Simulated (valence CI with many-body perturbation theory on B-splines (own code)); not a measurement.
# Level structure of Sm⁵⁵⁺

Level of theory: relativistic CI+MBPT: five valence electrons over a frozen Dirac-Fock core [He], radial functions for each j: 11 s, 11 p, 10 d, 8 f, 5 g, 2 h, with the one-electron correlation potential Σ1 (screened to all orders), the two-electron term Σ2, the three-electron term Σ3, Breit, model QED; selected single and double excitations, second order for the rest, scaled by the run's own slope (own B-spline code, finite nucleus).

No measured spectrum was set against this ion. As an estimate, large intervals hold to a few tenths of a per cent, small ones and those within an open d or f shell to about a per cent. Among the levels kept, up to 7200 cm⁻¹ of a level comes from second order outside the variational space, and about a tenth of that is noise between levels of different J, which matters for small intervals.

Levels 136 to 180 of 201, with energies above the lowest level, (2s^2 2p1/2^2 2p3/2) J=3/2. "Leading %" is the weight of the configuration and term that name the level; weights of strongly mixed levels are sums over their largest components and can fall short. In the jj column 3d3/2^4 stands for four electrons in 3d with j = 3/2. Lifetimes count E1, E2, E3, M1 and M2 decay at the calculated energies, and are blank where another channel may lead or the interval is too uncertain; long ones can be off by a factor of two.

```tsv
No.	Configuration	Term	J	E (eV)	Leading %	Lifetime	Second component	Leading jj
136	2s2p³3p	⁴P	5/2	7934.8	27	10.5 fs	25 % 2p⁴3s ⁴P	2s 2p1/2 2p3/2^2 3p3/2 (64 %)
137	2s2p³3p	⁴P	3/2	7936.9	32	12.1 fs	24 % 2s2p³3p ⁴D	2s 2p1/2 2p3/2^2 3p3/2 (98 %)
138	2s2p³3d	⁴G°	7/2	7938.9	35	3.74 fs	26 % 2s2p³3d ⁶D°	2s 2p1/2 2p3/2^2 3d3/2 (94 %)
139	2s2p³3p	²P	1/2	7951.1	70	52.9 fs	17 % 2s2p³3p ⁴D	2s 2p1/2 2p3/2^2 3p3/2 (98 %)
140	2s2p³3p	⁴P	3/2	7953.8	32	13.2 fs	13 % 2s2p³3p ²P	2s 2p1/2 2p3/2^2 3p3/2 (80 %)
141	2s2p³3p	²P	1/2	7957.7	24	4.65 fs	17 % 2s2p³3p ²S	2s 2p1/2 2p3/2^2 3p3/2 (79 %)
142	2s2p³3p	²F	7/2	7958.8	79	6.39 fs	14 % 2s2p³3p ⁴F	2s 2p1/2 2p3/2^2 3p3/2 (99 %)
143	2p⁴3s	²P	3/2	7962.1	27	9.53 fs	16 % 2p⁴3s ²D	2p1/2^2 2p3/2^2 3s (50 %)
144	2s2p³3p	⁴P	5/2	7963.6	34	25.0 fs	24 % 2s2p³3p ²D	2s 2p1/2 2p3/2^2 3p3/2 (87 %)
145	2s2p³3p	⁴D	5/2	7966.3	22	17.3 fs	18 % 2p⁴3s ⁴P	2s 2p1/2 2p3/2^2 3p3/2 (72 %)
146	2s2p³3d	⁴G°	9/2	7966.6	67	1.10 ps	26 % 2s2p³3d ⁶D°	2s 2p1/2 2p3/2^2 3d5/2 (54 %)
147	2s2p³3p	²P	3/2	7971.8	32	7.24 fs	20 % 2s2p³3p ²D	2s 2p1/2 2p3/2^2 3p3/2 (88 %)
148	2s2p³3d	²G°	9/2	7972.1	46	532 fs	30 % 2s2p³3d ⁴F°	2s 2p1/2 2p3/2^2 3d3/2 (52 %)
149	2s2p³3d	⁴D°	7/2	7974.2	51	36.4 fs	22 % 2s2p³3d ⁶D°	2s 2p1/2 2p3/2^2 3d5/2 (94 %)
150	2s2p³3p	²D	5/2	7974.5	43	19.3 fs	16 % 2s2p³3p ⁴P	2s 2p1/2 2p3/2^2 3p3/2 (86 %)
151	2s2p³3d	⁴F°	7/2	7977.4	44	1.65 fs	34 % 2s2p³3d ⁴D°	2s 2p1/2 2p3/2^2 3d3/2 (94 %)
152	2s2p³3d	⁴P°	5/2	7977.8	35	1.21 fs	34 % 2s2p³3d ⁴D°	2s 2p1/2 2p3/2^2 3d3/2 (91 %)
153	2s2p³3d	⁴P°	3/2	7981.3	36	918 as	28 % 2s2p³3d ⁴S°	2s 2p1/2 2p3/2^2 3d3/2 (89 %)
154	2s2p³3p	²P	1/2	7989.5	62	15.1 fs	30 % 2s2p³3p ⁴P	2s 2p1/2 2p3/2^2 3p3/2 (97 %)
155	2s2p³3d	⁴D°	1/2	7992.9	64	3.16 fs	14 % 2s2p³3d ⁴P°	2s 2p1/2 2p3/2^2 3d5/2 (90 %)
156	2s2p³3p	²D	3/2	7996.1	43	10.8 fs	23 % 2s2p³3p ²P	2s 2p1/2 2p3/2^2 3p3/2 (90 %)
157	2s2p³3d	⁴D°	3/2	8003.5	34	1.88 fs	15 % 2s2p³3d ⁴F°	2s 2p1/2 2p3/2^2 3d5/2 (72 %)
158	2s2p³3d	⁴D°	5/2	8004.4	52	1.32 fs	9 % 2s2p³3d ²F°	2s 2p1/2 2p3/2^2 3d5/2 (87 %)
159	2s2p³3d	⁴G°	11/2	8009.5	100	2.05 ps		2s 2p1/2 2p3/2^2 3d5/2 (100 %)
160	2s2p³3d	⁴F°	9/2	8012.7	63	558 fs	35 % 2s2p³3d ²G°	2s 2p1/2 2p3/2^2 3d5/2 (97 %)
161	2p⁴3s	²S	1/2	8016.4	48	10.0 fs	20 % 2p⁴3s ⁴P	2p1/2^2 2p3/2^2 3s (76 %)
162	2s2p³3d	⁴F°	3/2	8021.5	51	2.40 fs	17 % 2s2p³3d ⁴D°	2s 2p1/2 2p3/2^2 3d3/2 (74 %)
163	2s2p³3d	²S°	1/2	8026.5	49	2.62 fs	24 % 2s2p³3d ⁴P°	2s 2p1/2 2p3/2^2 3d5/2 (82 %)
164	2p⁴3p	²D°	5/2	8026.6	23	1.98 fs	21 % 2p⁴3p ⁴D°	2p1/2^2 2p3/2^2 3p1/2 (76 %)
165	2p⁴3p	⁴P°	3/2	8029.3	25	5.24 fs	14 % 2p⁴3p ⁴S°	2p1/2^2 2p3/2^2 3p1/2 (79 %)
166	2s2p³3d	²G°	7/2	8033.5	46	3.85 fs	20 % 2s2p³3d ²F°	2s 2p1/2 2p3/2^2 3d5/2 (53 %)
167	2s2p³3d	²F°	5/2	8033.7	30	26.6 fs	15 % 2s2p³3d ⁴F°	2s 2p1/2 2p3/2^2 3d3/2 (79 %)
168	2s2p³3d	⁴D°	3/2	8034.2	23	3.73 fs	20 % 2s2p³3d ⁴F°	2s 2p1/2 2p3/2^2 3d3/2 (68 %)
169	2s2p³3d	⁴D°	1/2	8036.6	49	2.08 fs	28 % 2s2p³3d ²P°	2s 2p1/2 2p3/2^2 3d3/2 (87 %)
170	2s2p³3d	²D°	3/2	8041.4	34	2.12 fs	20 % 2s2p³3d ²P°	2s 2p1/2 2p3/2^2 3d5/2 (63 %)
171	2s2p³3d	²D°	5/2	8042.9	29	3.21 fs	13 % 2s2p³3d ²F°	2s 2p1/2 2p3/2^2 3d3/2 (62 %)
172	2s2p³3d	²F°	7/2	8047.7	48	3.37 fs	35 % 2s2p³3d ²G°	2s 2p1/2 2p3/2^2 3d3/2 (58 %)
173	2s2p³3d	²D°	5/2	8055.3	37	1.60 fs	24 % 2s2p³3d ⁴F°	2s 2p1/2 2p3/2^2 3d5/2 (54 %)
174	2s2p³3d	⁴D°	1/2	8056.4	34	973 as	17 % 2s2p³3d ²P°	2s 2p1/2 2p3/2^2 3d3/2 (66 %)
175	2s2p³3d	²P°	3/2	8061.1	40	1.28 fs	14 % 2s2p³3d ⁴D°	2s 2p1/2 2p3/2^2 3d3/2 (80 %)
176	2s2p³3d	²F°	5/2	8062.7	33	2.07 fs	10 % 2s2p³3d ²D°	2s 2p1/2 2p3/2^2 3d3/2 (76 %)
177	2s2p³3d	²D°	3/2	8066.1	39	1.21 fs	20 % 2s2p³3d ²P°	2s 2p1/2 2p3/2^2 3d3/2 (95 %)
178	2s2p³3d	²P°	1/2	8071.3	53	1.03 fs	32 % 2s2p³3d ²S°	2s 2p1/2 2p3/2^2 3d3/2 (85 %)
179	2s2p³3d	⁴P°	5/2	8072.0	30	2.35 fs	20 % 2s2p³3d ⁴D°	2s 2p1/2 2p3/2^2 3d5/2 (82 %)
180	2s2p³3d	⁴D°	7/2	8080.5	52	18.8 fs	14 % 2s2p³3d ²G°	2s 2p1/2 2p3/2^2 3d5/2 (98 %)
```
